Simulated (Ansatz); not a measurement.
Gas-phase reaction in SMILES: CCCCCO → CCCC[CH]O + H atom (the C-H bond at the site shown breaks; other sites are not compared here)
Each molecule is optimised on its own at B3LYP-D3(BJ)/def2-TZVP (Ansatz, a program for electronic structure), one conformer each, not searched for the lowest. Frequencies are from Ansatz.
Geometry of the first species:
```
C
H 1 1.0957
H 1 1.0958 2 106.06
C 1 1.5266 2 109.30 3 -118.02
H 4 1.0939 1 110.11 2 -63.19
H 4 1.0970 5 106.61 1 118.51
C 4 1.5214 5 108.66 6 117.41
H 7 1.0916 4 110.16 5 62.67
H 7 1.0982 8 107.26 4 -119.68
O 7 1.4242 8 105.36 9 -117.93
H 10 0.9633 7 108.41 8 179.95
C 1 1.5270 2 109.14 3 117.47
H 12 1.0947 1 109.12 2 64.54
H 12 1.0949 13 106.11 1 -117.48
C 12 1.5258 13 109.60 14 -118.24
H 15 1.0915 12 111.49 13 58.05
H 15 1.0927 16 107.74 12 122.10
H 15 1.0927 16 107.74 17 115.76
```
Charge 0, spin multiplicity 1.

Property: bond dissociation energy (enthalpy at 298 K, with B3LYP-D3(BJ) rigid-rotor harmonic-oscillator terms), in kJ/mol. Cores are frozen in the correlated levels unless marked. UHF or UKS for open shells. Spin-orbit coupling is left out. No relativistic terms. Basis-set limits of correlation are two-point, X^-3; Hartree-Fock from the larger set. [CCSD(T)-MP2]/basis is that difference in the basis named.

RI-MP2/CBS(cc-pVTZ,cc-pVQZ)+[CCSD(T)-MP2]/cc-pVTZ (Ansatz) gives 402.0 kJ/mol.

**Question.** Another calculation gave 384.0 kJ/mol. Which level was it?
A. PBE-QIDH/def2-TZVPD (Ansatz)
B. SVWN5/def2-TZVPD (Ansatz)
C. r2SCAN/def2-TZVPD (Ansatz)

**Answer.** A, PBE-QIDH/def2-TZVPD (Ansatz). The others give 371.3 (r2SCAN), 415.7 (SVWN5) kJ/mol.
